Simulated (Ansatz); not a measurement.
| atom | x (Å) | y (Å) | z (Å) |
| --- | --- | --- | --- |
| H | 0.0167 | -0.0469 | -1.3340 |
| Be | 0.0020 | 0.0104 | -0.0489 |
| H | -0.0145 | 0.0393 | 1.3664 |

Basis set: aug-cc-pVDZ (spherical functions). All electrons are correlated. Charge 0, multiplicity 1.

Computed with Ansatz (development build ahead of 0.2.0); each method stands on the lowest determinant of its kind that the runs found. Restricted open shells among the atoms or ions are ROHF, correlated in semicanonical orbitals with singles.

Task: Give the atomization energy at this shape (free ground-state atoms in the same class of orbitals less the molecule, no zero-point energy) of singlet BeH2 by RHF-MP2, RHF.

Result:

| method | atomization energy |
| --- | --- |
| RHF-MP2 | 584.6 kJ/mol |
| RHF | 512.0 kJ/mol |
